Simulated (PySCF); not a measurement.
A calculated (r2SCAN, PySCF 2.14, Sapporo-DKH3-DZP-2012, the spin-free X2C one-electron Hamiltonian (Gaussian nucleus)) atom or ion has these occupied shells.

```csv
shell,electrons,orbital energy (eV),"rms radius, mean of both spins (bohr)"
1s,2,-9566.4,0.0580
2s,2,-1189.3,0.245
2p,6,-1032.1,0.219
3s,2,-154.48,0.732
3p,6,-107.12,0.776
3d,10,-31.340,1.01
```

Task: Name the element and its charge.

Result: Zn²⁺ (zinc, charge +2), in [Ar] 3d10, closed-shell 1S.
